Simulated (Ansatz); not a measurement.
Basis-set extrapolation for `CC(=S)[NH][AlH2]` (PBE0-D4/def2-TZVP geometry, frozen core, the Gaussian-basis code of Ansatz). Multiplicity 1, RHF reference.

```json
{"": "HF", "def2-TZVPP": "-773.223513", "def2-QZVPP": "-773.248292"}
{"": "MP2 correlation", "def2-TZVPP": "-0.791822", "def2-QZVPP": "-0.848884"}
{"": "CCSD(T) correlation", "def2-TZVPP": "-0.875960", "def2-QZVPP": "not run"}
```

Energies in hartree. Use E(X) = E(∞) + A·exp(−7.88·√X) for Hartree–Fock and E(X) = E(∞) + B·X^(−2.97) for correlation, with X = 3 and 4, and add CCSD(T) minus MP2 of the smaller set to the MP2 limit.

Q: What is the CCSD(T) energy at the basis-set limit?

A: HF limit: -773.248292 + (-0.024779) × 0.13774 = -773.25171. MP2 limit: -0.848884 + (-0.057062) × 0.74074 = -0.89115. Higher-order term: -0.875960 − (-0.791822) = -0.08414. Total: -774.22700 hartree, 334.8 kJ/mol below CCSD(T)/def2-TZVPP.
